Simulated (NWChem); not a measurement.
CH4I2Si; SMILES I[SiH](C)I

```xyz
8

Si    -0.9310     0.5007     0.0000
C     -2.5304    -0.4584     0.0000
I      0.3577    -0.0404     2.0154
I      0.3577    -0.0404    -2.0154
H     -1.1364     1.9741     0.0000
H     -3.1170    -0.2054     0.8971
H     -3.1170    -0.2054    -0.8971
H     -2.3314    -1.5400     0.0000
```
Atoms are numbered in this order, from 1.

Geometry: optimised at PBE0/def2-SVP. Not confirmed as a minimum by frequencies. def2 effective core potentials on I; no spin-orbit coupling.

Symmetry labels are those of Cs in the frame above (b1 and b2, or b-type labels, depend on it).

Question: List the 4 lowest vertical singlet excitations from PBE/def2-SVP with def2 effective core potentials on I, full TDDFT (NWChem).

Answer: 
```tsv
state	energy (eV)	oscillator strength	symmetry	leading excitation (squared amplitude)
S1	4.77	0.004	a'	HOMO−1 → LUMO (0.99)
S2	4.79	0.038	a"	HOMO → LUMO (0.68)
S3	4.83	0.024	a"	HOMO−2 → LUMO (0.69)
S4	5.10	0.001	a'	HOMO−3 → LUMO (0.97)
```
